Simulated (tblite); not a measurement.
C2H2FO3S (doublet state).
Atom-mapped SMILES: `[O:1]=[S:2](=[O:3])([OH:4])/[CH:5]=[C:6]\[F:7]` (hydrogens: H8 on O4; H9 on C5)
Bond orders are those of one Lewis drawing.

Computed with GFN2-xTB (tblite), gas phase: L-BFGS steps from a force-field or distance-geometry start until the largest atomic force falls under 0.01 eV/Å.

Step 8: E = -689.5106 eV
```
atom  x, y, z in Å  |  force x, y, z in eV/Å
O1     -1.0090    0.8789    1.3600    0.251  -0.069   0.138
S2     -0.8946    0.4546   -0.0101    0.045   0.145   0.534
O3     -2.1236    0.2715   -0.7208    0.134  -0.267  -0.389
O4      0.0230    1.5777   -0.7549   -0.015  -0.057  -0.261
C5      0.3229   -1.2028   -0.2407   -1.488   0.084  -0.832
C6      1.3931   -1.4192    0.3315    1.530  -0.063   0.896
F7      2.4079   -1.1476    1.1425   -1.405  -0.125  -0.963
H8      0.2293    2.3025   -0.1644    0.039  -0.009   0.106
H9     -0.3356   -1.7097   -0.9683    0.908   0.362   0.770
```

Step 9: E = -689.5858 eV
```
atom  x, y, z in Å  |  force x, y, z in eV/Å
O1     -0.9825    0.8651    1.3616    0.103  -0.029   0.172
S2     -0.8890    0.4517   -0.0106    0.076  -0.061   0.434
O3     -2.1077    0.2647   -0.7349    0.069  -0.207  -0.246
O4      0.0247    1.5635   -0.7505    0.082   0.027  -0.386
C5      0.2939   -1.1638   -0.2302   -0.973   0.143  -0.500
C6      1.3730   -1.3847    0.3389    0.660  -0.434   0.127
F7      2.3908   -1.1686    1.1182   -0.572   0.228  -0.217
H8      0.2176    2.2933   -0.1649    0.059   0.061   0.155
H9     -0.3073   -1.7153   -0.9528    0.496   0.272   0.462
```

Step 10: E = -689.6528 eV
```
atom  x, y, z in Å  |  force x, y, z in eV/Å
O1     -0.9612    0.8639    1.3643   -0.071  -0.087   0.216
S2     -0.8855    0.4501   -0.0054    0.129  -0.260   0.379
O3     -2.0880    0.2535   -0.7518    0.138  -0.227  -0.007
O4      0.0088    1.5511   -0.7397    0.315   0.263  -0.562
C5      0.2651   -1.1118   -0.2118   -0.030  -0.046  -0.026
C6      1.3726   -1.4263    0.3102   -0.501  -0.144  -0.430
F7      2.3529   -1.1517    1.1052   -0.069   0.349   0.177
H8      0.2200    2.2876   -0.1670    0.041   0.004   0.146
H9     -0.2712   -1.7105   -0.9291    0.046   0.149   0.108
```

Step 11: E = -689.6723 eV
```
atom  x, y, z in Å  |  force x, y, z in eV/Å
O1     -0.9577    0.8645    1.3689   -0.093  -0.112   0.190
S2     -0.8834    0.4461    0.0018    0.178  -0.097   0.137
O3     -2.0793    0.2462   -0.7562    0.228  -0.241   0.136
O4      0.0064    1.5527   -0.7438    0.252   0.202  -0.362
C5      0.2568   -1.0973   -0.2067    0.249  -0.147   0.104
C6      1.3715   -1.4513    0.2928   -0.483   0.164  -0.228
F7      2.3353   -1.1361    1.1041   -0.193   0.251   0.038
H8      0.2237    2.2863   -0.1660    0.027  -0.071   0.075
H9     -0.2599   -1.7052   -0.9200   -0.166   0.051  -0.092
```

**Question.** Estimate the geometry and energy of step 12. (The exact step hangs on the optimiser's Hessian estimate; all steps are aligned on step 11, rigid shifts and turns removed.)

**Answer.** E = -689.6880 eV, largest force 0.408 eV/Å
```
atom  x, y, z in Å  |  force x, y, z in eV/Å
O1     -0.9585    0.8619    1.3757   -0.044  -0.097   0.083
S2     -0.8790    0.4423    0.0087    0.200   0.120  -0.115
O3     -2.0716    0.2381   -0.7551    0.269  -0.222   0.212
O4      0.0127    1.5584   -0.7556    0.081   0.049  -0.002
C5      0.2544   -1.0970   -0.2066    0.030  -0.017   0.051
C6      1.3656   -1.4552    0.2857   -0.045   0.137   0.040
F7      2.3229   -1.1259    1.1027   -0.225   0.200  -0.014
H8      0.2255    2.2846   -0.1632    0.025  -0.127  -0.021
H9     -0.2585   -1.7012   -0.9174   -0.291  -0.042  -0.234
```

The energy changes by -0.0157 eV. The first-order estimate −F·Δx gives -0.0229 eV and the mean of the old and new forces, exact on a quadratic surface, -0.0158 eV. The step makes an angle of 41° with the force vector and moves no atom by more than 0.016 Å.

What follows is the cost of the whole relaxation. Hardware: an Arm Neoverse V2 with one thread, no GPU, shared host with 96 logical CPUs at a one-minute load of 71. Cost: 0.32 s wall.
